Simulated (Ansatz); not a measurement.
`C[O][W]([Cl])([Cl])([Cl])([Cl])[O]C` + H₂O → `C[O][W]([OH])([Cl])([Cl])([Cl])[O]C` + HCl  (formal hydrolysis of a W–Cl bond)

Program: Ansatz. Geometries: PBE0-D4/def2-TZVP. ΔE: electronic, gas phase. CBS: MP2 limit from def2 TZ/QZ plus the TZ coupled-cluster correction, frozen cores. This one scheme is used for every species. Functionals use def2-TZVPP. HSE06 is defined as in plane-wave codes. Elements past krypton have def2 core potentials. For W outer-core shells are correlated without core-valence functions, which leaves a few kJ/mol of doubt a bond. Each species was taken in one conformer, which may not be the lowest.

CCSD(T)/CBS gives +11.3 kJ/mol.

Question: Another level gave +10.8 kJ/mol. Which?
A. HF/def2-TZVPP
B. ωB97X-V/def2-TZVPP
C. RPA@PBE/def2-TZVPP
D. HSE06/def2-TZVPP

Answer: D. HSE06 10.8, RPA@PBE/def2-TZVPP 6.0, HF/def2-TZVPP -7.9, ωB97X-V -3.3 kJ/mol.

Largest T1 diagnostic among the species: 0.022, so the coupled-cluster value is less sure than usual.

In def2-TZVPP, CCSD(T) changes the Hartree–Fock value by +14.1 kJ/mol (the triples alone add +6.1 kJ/mol) and MP2 by +30.7 kJ/mol. From BLYP to BHLYP (50 % exact exchange), in def2-TZVPP and without D4, ΔE moves by −6.1 kJ/mol.

CCSD(T)/CBS has its own doubt, a few kJ/mol and more with outer-core shells, so smaller differences from it don't rank the levels.
